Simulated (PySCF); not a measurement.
# Excitation energy of Kr²⁺ by level of theory

Kr²⁺ [Ar] 3d10 4s2 4p4 (3P) → Kr²⁺ [Ar] 3d10 4s2 4p3 4d1 (5D), as a difference of total energies. Computed with PySCF 2.14 in aug-cc-pwCVTZ-PP with ECP10MDF, with scalar relativity through the core potential. Correlated levels: valence: 3s2 3p6 3d10 frozen. The calculations carry no spin-orbit coupling.

| method | excitation energy (eV) |
| --- | --- |
| UHF | 16.020 |
| MP2 (valence) | 16.544 |
| SCS-MP2 (valence) | 16.717 |
| CCSD (valence) | 16.622 |
| CCSD(T) (valence) | 16.640 |

**Question.** How much does correlation contribute at CCSD(T) (valence)?

**Answer.** 16.640 − (16.020) = 0.620 eV, measured against UHF.

The promoted electron is Rydberg-like, and one or two diffuse shells describe it only roughly, which tends to raise the upper state.
